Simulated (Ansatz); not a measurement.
C₆H₁₄Cl₂Si (`CC(C)[Si](Cl)(Cl)C(C)C`). The species carries charge 0 and has multiplicity 1. All single points use the PBE0-D4/def2-TZVP geometry. It is one conformer, not always the lowest.

```xyz
23

C     0.319    0.534   -2.298
C    -0.591    1.143   -1.231
C     0.025    2.391   -0.606
Si   -1.118   -0.167    0.003
Cl   -2.162    0.735    1.536
Cl   -2.431   -1.417   -0.986
C     0.231   -1.236    0.743
C     1.312   -0.404    1.430
C    -0.335   -2.294    1.686
H     0.527    1.266   -3.084
H     1.281    0.231   -1.875
H    -0.131   -0.342   -2.772
H    -1.535    1.433   -1.711
H     0.217    3.142   -1.379
H     0.981    2.174   -0.124
H    -0.630    2.840    0.142
H     0.677   -1.747   -0.122
H     0.894    0.192    2.247
H     2.076   -1.058    1.859
H     1.814    0.278    0.741
H    -0.805   -1.830    2.557
H     0.466   -2.944    2.049
H    -1.083   -2.921    1.197
```

(1) What is the dipole moment at PBE/def2-TZVPP? (Best estimate.)

(2) And with r2SCAN, B3LYP, ωB97M-V? (An estimate is asked.)

(3) Give the Mulliken charges with PBE, B3LYP, r2SCAN in def2-TZVPP. (Estimate.)

Answers

(1) Ansatz gave: 2.32 D, with components (2.23, 0.36, -0.56) D in this frame, pointing from negative to positive charge.

(2) Computed: r2SCAN 2.40 D, B3LYP 2.38 D, ωB97M-V 2.35 D.

(3) Computed: 
| atom | PBE | B3LYP | r2SCAN |
| --- | --- | --- | --- |
| C1 | -0.27 | -0.29 | -0.18 |
| C2 | -0.04 | -0.05 | -0.02 |
| C3 | -0.26 | -0.27 | -0.18 |
| Si4 | 0.44 | 0.55 | 0.54 |
| Cl5 | -0.22 | -0.25 | -0.25 |
| Cl6 | -0.22 | -0.25 | -0.25 |
| C7 | -0.03 | -0.04 | 0.01 |
| C8 | -0.27 | -0.29 | -0.19 |
| C9 | -0.26 | -0.28 | -0.19 |
| H10 | 0.08 | 0.09 | 0.05 |
| H11 | 0.08 | 0.08 | 0.05 |
| H12 | 0.10 | 0.10 | 0.07 |
| H13 | 0.06 | 0.06 | 0.02 |
| H14 | 0.08 | 0.08 | 0.05 |
| H15 | 0.08 | 0.08 | 0.05 |
| H16 | 0.09 | 0.10 | 0.07 |
| H17 | 0.06 | 0.06 | 0.02 |
| H18 | 0.09 | 0.10 | 0.07 |
| H19 | 0.08 | 0.08 | 0.05 |
| H20 | 0.08 | 0.09 | 0.05 |
| H21 | 0.08 | 0.09 | 0.06 |
| H22 | 0.08 | 0.08 | 0.04 |
| H23 | 0.09 | 0.09 | 0.06 |

B3LYP here is the variant with VWN-RPA as its local correlation; programs differ in this.
